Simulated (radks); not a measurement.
Results of a calculation; reference values are marked as such.
Task: Radial electron density D(r) = 4 pi r^2 rho(r) of an atom or ion with 47 electrons. Code: a radial shooting solver on a logarithmic mesh with Libxc functionals. Model: non-relativistic Kohn-Sham, TPSS, spin-polarised, spherical densities, point nucleus; meta-GGA in the generalised Kohn-Sham scheme.

| r (bohr) | D(r) (e/bohr) | spin D(r) |
|---|---|---|
| 0.001487 | 2.231 | 0.000646 |
| 0.001717 | 2.907 | 0.000841 |
| 0.001967 | 3.719 | 0.00108 |
| 0.002254 | 4.741 | 0.00137 |
| 0.002603 | 6.103 | 0.00176 |
| 0.002982 | 7.707 | 0.00222 |
| 0.003444 | 9.806 | 0.00282 |
| 0.003946 | 12.23 | 0.00350 |
| 0.004557 | 15.33 | 0.00437 |
| 0.005221 | 18.81 | 0.00534 |
| 0.005981 | 22.85 | 0.00644 |
| 0.006908 | 27.74 | 0.00773 |
| 0.007914 | 32.88 | 0.00904 |
| 0.00914 | 38.75 | 0.0104 |
| 0.01047 | 44.47 | 0.0117 |
| 0.012 | 50.10 | 0.0127 |
| 0.01385 | 55.54 | 0.0133 |
| 0.01587 | 59.76 | 0.0132 |
| 0.01833 | 62.81 | 0.0123 |
| 0.021 | 64.05 | 0.0105 |
| 0.02406 | 63.62 | 0.00790 |
| 0.02779 | 61.66 | 0.00457 |
| 0.03184 | 59.08 | 0.00154 |
| 0.03677 | 56.73 | -0.000475 |
| 0.04212 | 56.09 | -0.0000651 |
| 0.04865 | 58.16 | 0.00386 |
| 0.05574 | 63.00 | 0.0110 |
| 0.06386 | 69.89 | 0.0204 |
| 0.07375 | 77.45 | 0.0295 |
| 0.08449 | 82.33 | 0.0333 |
| 0.09758 | 82.84 | 0.0283 |
| 0.1118 | 78.39 | 0.0149 |
| 0.1281 | 70.79 | -0.00198 |
| 0.1479 | 63.00 | -0.0128 |
| 0.1695 | 59.49 | -0.00636 |
| 0.1957 | 61.33 | 0.0203 |
| 0.2242 | 66.14 | 0.0521 |
| 0.259 | 69.28 | 0.0698 |
| 0.2967 | 65.89 | 0.0562 |
| 0.3399 | 55.44 | 0.0220 |
| 0.3925 | 40.46 | -0.00149 |
| 0.4497 | 28.27 | 0.0207 |
| 0.5194 | 21.83 | 0.0884 |
| 0.595 | 21.80 | 0.144 |
| 0.6817 | 24.21 | 0.135 |
| 0.7873 | 25.21 | 0.0484 |
| 0.902 | 22.80 | -0.0322 |
| 1.042 | 17.59 | -0.0131 |
| 1.193 | 12.11 | 0.145 |
| 1.367 | 7.515 | 0.398 |
| 1.579 | 4.191 | 0.644 |
| 1.809 | 2.337 | 0.736 |
| 2.089 | 1.247 | 0.653 |
| 2.394 | 0.6658 | 0.468 |
| 2.765 | 0.3106 | 0.261 |
| 3.167 | 0.1306 | 0.120 |
| 3.629 | 0.04498 | 0.0432 |
| 4.191 | 0.01097 | 0.0108 |
| 4.801 | 0.002107 | 0.00209 |
| 5.545 | 0.0002498 | 0.000249 |

What is the nuclear charge?

Result: Z = 51. The innermost maximum, from 1s, lies near 1/Z = 0.0196 bohr (found: 0.0217), and its height grows with Z. The density is that of the antimony ion Sb4+ in [Kr] 4d10 5s1; the configuration itself is not fixed sharply by these data, and Z only to a few units. D(r) has 4 maxima, at r = 0.0217, 0.0923, 0.261, 0.763 bohr, and minima at 0.0411, 0.174, 0.554 bohr, inside which lie 2.02, 11.33, 28.94 electrons.
